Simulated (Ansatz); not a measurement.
C2H7BSSi (`[SiH3]CBC=S`). Total charge 0; spin multiplicity 1.

| atom | x (Å) | y (Å) | z (Å) |
| --- | --- | --- | --- |
| Si1 | -1.546 | 0.362 | 0.598 |
| C2 | 0.028 | -0.676 | 0.708 |
| B3 | 0.791 | -0.651 | -0.641 |
| C4 | 1.864 | 0.404 | -0.963 |
| S5 | 1.069 | 1.626 | -1.668 |
| H6 | -2.377 | 0.095 | 1.805 |
| H7 | -1.224 | 1.810 | 0.563 |
| H8 | -2.333 | 0.000 | -0.609 |
| H9 | 0.598 | -0.286 | 1.558 |
| H10 | -0.319 | -1.688 | 0.938 |
| H11 | 0.510 | -1.427 | -1.511 |
| H12 | 2.939 | 0.432 | -0.778 |

List the harmonic frequencies (cm⁻¹, unscaled) at PBE0-D4/def2-TZVP in Ansatz. (An estimate is asked.)

The calculation gave: 66, 93, 124, 173, 243, 317, 537, 598, 646, 733, 795, 846, 918, 937, 944, 954, 984, 1033, 1053, 1071, 1182, 1278, 1420, 2208, 2236, 2243, 2598, 3055, 3116, 3118.

Is this a minimum?

Yes, all 30 modes are real.

Give the ideal-gas thermochemistry at 298.15 K and 1 bar (rigid rotor, harmonic oscillator; point group C1, symmetry number 1).

Zero-point energy 212.4 kJ/mol; H(298) − E = 235.1 kJ/mol; entropy 362.8 J/(mol·K), of which translation 166.5, rotation 115.2, vibration 81.1; G(298) − E = 126.9 kJ/mol. Modes under 100 cm⁻¹ are hindered rotations or soft bends, so the harmonic entropy is rough.
